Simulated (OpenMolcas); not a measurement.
## Ag5+: moving or changing the point charges

Ag5+ among 6 point charges of -1.7 e arranged as a tetragonal octahedron (D4h), 2.22 Å from the ion, with the axial distance 2.553 Å.
```
   2.2200    0.0000    0.0000  -1.70
   0.0000    2.2200    0.0000  -1.70
  -2.2200    0.0000    0.0000  -1.70
   0.0000   -2.2200    0.0000  -1.70
   0.0000    0.0000    2.5530  -1.70
   0.0000    0.0000   -2.5530  -1.70
```

```json
{
 "Program": "OpenMolcas 26.06",
 "Method": "SS-CASPT2, IPEA 0.25 Eh, imaginary shift 0.1 Eh (closed shells correlated: 4s 4p)",
 "Basis": "ANO-RCC-VDZP [6s5p3d1f]",
 "Scalar Hamiltonian": "DKH2, point nucleus",
 "Active space": "6 electrons in 5 orbitals (4d)",
 "State averaging": "2S+1 = 5 even, 5 roots; 2S+1 = 3 even, 45 roots; 2S+1 = 1 even, 50 roots",
 "Spin-orbit coupling": "state interaction with AMFI integrals over the reference wave functions"
}
```

Runs around this geometry, states (labels of D4, the rotations of D4h). Energies in cm-1 above the lowest state or level, χT in cm3 K/mol.

```json
{"R (Å)": "2.22", "q (e)": "-1.36", "Axial / equatorial distance": "1.15", "Ground state": "5E", "First state of that spin": "5A1 870", "First gap with spin-orbit (degeneracies)": "2 (1, 2)", "χT at 300 K": "5.314", "First state of another spin": "3E 21630"}
{"R (Å)": "2.05", "q (e)": "-1.7", "Axial / equatorial distance": "1.15", "Ground state": "5E", "First state of that spin": "5A1 1740", "First gap with spin-orbit (degeneracies)": "76 (1, 2)", "χT at 300 K": "5.105", "First state of another spin": "3E 20840"}
{"R (Å)": "2.22", "q (e)": "-1.7", "Axial / equatorial distance": "1.15", "Ground state": "5E", "First state of that spin": "5A1 1080", "First gap with spin-orbit (degeneracies)": "11 (1, 2)", "χT at 300 K": "5.264", "First state of another spin": "3E 21430"}
{"R (Å)": "2.42", "q (e)": "-1.7", "Axial / equatorial distance": "1.15", "Ground state": "5E", "First state of that spin": "5A1 610", "First gap with spin-orbit (degeneracies)": "14 (1, 2)", "χT at 300 K": "5.349", "First state of another spin": "3E 21740"}
{"R (Å)": "2.22", "q (e)": "-1.7", "Axial / equatorial distance": "1.24", "Ground state": "5E", "First state of that spin": "5A1 490", "First gap with spin-orbit (degeneracies)": "46 (1, 2)", "χT at 300 K": "5.277", "First state of another spin": "3E 21460"}
```

Taking the first state of the same spin as R^-n, n = -ln(610 / 1740) / ln(2.42 / 2.05) = 6.3 between the shortest and longest distance.

Scaling the charges by -1.36 / -1.7 = 0.80 scales the first state of the same spin by 870 / 1080 = 0.81; with fixed orbitals a first-order splitting would follow the charge.

Point charges give a weaker field than real ligands, and real ions of this kind are as a rule low spin; the high spin found here belongs to the model. Free-ion shares, where given, are those of the reference states; single-state CASPT2 does not remix them. Spin-orbit coupling mixes the spin-free states strongly: the lowest level takes only 68 % from its leading state, 5E (figures for R = 2.22, q = -1.36, ratio = 1.15; the like holds for R = 2.42, q = -1.7, ratio = 1.15, R = 2.22, q = -1.7, ratio = 1.24). An orbital doublet at a regular site is open to a Jahn-Teller distortion, which this geometry leaves out (holds for R = 2.22, q = -1.36, ratio = 1.15; R = 2.05, q = -1.7, ratio = 1.15; R = 2.22, q = -1.7, ratio = 1.15). The ground term spreads over less than 5000 cm-1, several times less than with real ligands, so orbital moments are less quenched and χT lies further from the spin-only value than at real sites (holds for R = 2.22, q = -1.36, ratio = 1.15; R = 2.22, q = -1.7, ratio = 1.15; R = 2.42, q = -1.7, ratio = 1.15). This is an electrostatic model: the charges have no orbitals. No measured value stands beside these numbers.
